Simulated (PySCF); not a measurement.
Shieldings and the share of exact exchange

Molecule: `C[SiH2]C[SiH3]`, C$_{2}$H$_{10}$Si$_{2}$.

Geometry:
```json
{"atom": "C1", "x (Å)": "-1.836", "y (Å)": "0.477", "z (Å)": "-0.357"}
{"atom": "Si2", "x (Å)": "-0.950", "y (Å)": "-0.208", "z (Å)": "1.152"}
{"atom": "C3", "x (Å)": "0.881", "y (Å)": "0.242", "z (Å)": "1.144"}
{"atom": "Si4", "x (Å)": "1.871", "y (Å)": "-0.411", "z (Å)": "-0.315"}
{"atom": "H5", "x (Å)": "-1.761", "y (Å)": "1.575", "z (Å)": "-0.391"}
{"atom": "H6", "x (Å)": "-2.904", "y (Å)": "0.210", "z (Å)": "-0.333"}
{"atom": "H7", "x (Å)": "-1.407", "y (Å)": "0.077", "z (Å)": "-1.289"}
{"atom": "H8", "x (Å)": "-1.588", "y (Å)": "0.332", "z (Å)": "2.396"}
{"atom": "H9", "x (Å)": "-1.083", "y (Å)": "-1.699", "z (Å)": "1.185"}
{"atom": "H10", "x (Å)": "1.336", "y (Å)": "-0.143", "z (Å)": "2.074"}
{"atom": "H11", "x (Å)": "0.981", "y (Å)": "1.341", "z (Å)": "1.175"}
{"atom": "H12", "x (Å)": "1.728", "y (Å)": "-1.896", "z (Å)": "-0.420"}
{"atom": "H13", "x (Å)": "1.383", "y (Å)": "0.194", "z (Å)": "-1.593"}
{"atom": "H14", "x (Å)": "3.324", "y (Å)": "-0.086", "z (Å)": "-0.174"}
```

GIAO shieldings (ppm, equivalent atoms averaged) in PySCF 2.14 on the PBE0-D3(BJ)/def2-SVP geometry, basis pcSseg-2, gas phase, non-relativistic:

```tsv
functional	exact exchange (%)	σ(Si2)	σ(Si4)
BLYP	0	348.7	384.5
BP86	0	360.5	395.0
PBE	0	361.8	397.1
B3LYP	20	362.2	395.8
mPW1PW91	25	376.4	408.5
BHandHLYP	50	381.4	412.4
HF	100	415.5	442.9
```

(1) Fit each shielding as a line in the percentage of exact exchange.

(2) What does the line predict for PBE0 (25 %), and what does the run give?

## Answers

(1) σ(Si2) = 356.3 + 0.58 x (rms 5.2 ppm); σ(Si4) = 391.3 + 0.50 x (rms 4.8 ppm). The functionals also differ in their semilocal parts, which the line can't hold; Hartree–Fock has no correlation at all.

(2) σ(Si2): 370.8 predicted, 378.0 computed; σ(Si4): 403.8 predicted, 410.5 computed ppm.
